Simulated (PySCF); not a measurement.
Species: C5H10NSi (doublet state).
Z-matrix (Å and degrees, GFN2-xTB geometry), rows numbered from 1:
```
C 
C   1  1.2798
C   2  1.5136  1  134.83
C   3  1.5392  2   89.68  1   169.26
N   4  1.4380  3  115.37  2   126.70
Si  5  1.7210  4  124.14  3    60.70
C   4  1.5371  3   89.85  2     8.79
H   1  1.0620  2  141.72  3  -178.38
H   3  1.0877  2  115.68  1    49.66
H   3  1.0879  2  111.93  1   -76.96
H   4  1.1002  3  111.50  2  -104.21
H   5  1.0097  4  110.94  3  -152.47
H   6  1.4622  5  107.59  4   -57.66
H   6  1.4604  5  103.48  4  -177.40
H   6  1.4723  5  114.64  4    62.70
H   7  1.0887  2  111.49  1    76.47
H   7  1.0881  2  115.04  1   -49.80
```

The hyperfine couplings belong to this conformer and change with its torsions.

The species is `C1C(CC1=[CH])N[SiH3]` [radical].

Method used: PySCF 2.14.0, UKS B3LYP, pcH-1 on C H N Si, non-relativistic, mean-field spin-orbit, GIAO. Geometry: GFN2-xTB, one conformer, isolated molecule. A GFN2-xTB geometry isn't a minimum of the functional, and hyperfine couplings can be far from their values at a DFT geometry. No stability test was run, so a lower SCF solution isn't excluded.

Q: The isotropic 13C couplings are +268.6, +92.4, +71.5, -22.5, -5.4 MHz. Assign them to C1; C2; C3; C4; C7.

A: 
```csv
site,a_iso (MHz),ρ(0) (bohr⁻³),position,distance from C1 (Å),spin population,largest |T| (MHz)
C1,+268.6,+0.2390,largest spin population,0.00,+1.02,137.5
C2,-22.5,-0.0201,1 bond from C1,1.28,-0.19,18.1
C3,+71.5,+0.0636,2 bonds from C1,2.58,+0.06,11.3
C4,-5.4,-0.0048,3 bonds from C1,3.43,0.00,0.9
C7,+92.4,+0.0822,2 bonds from C1,2.61,+0.12,21.6
```

ρ(0) is the spin density at the nucleus and T the dipolar tensor; a_iso includes a spin–orbit part; entries for several nuclei are means. The Mulliken spin populations are largest on C1 (+1.02), C2 (-0.19), C7 (+0.12) and C3 (+0.06). No atom but C1 exceeds +0.15. The positive populations add up to 1.20 and the negative ones to -0.20, together 2S = 1.

Nuclei that the bonding pattern makes equivalent are averaged, as if the motion that swaps them (rotation, inversion, ring flip) were fast.
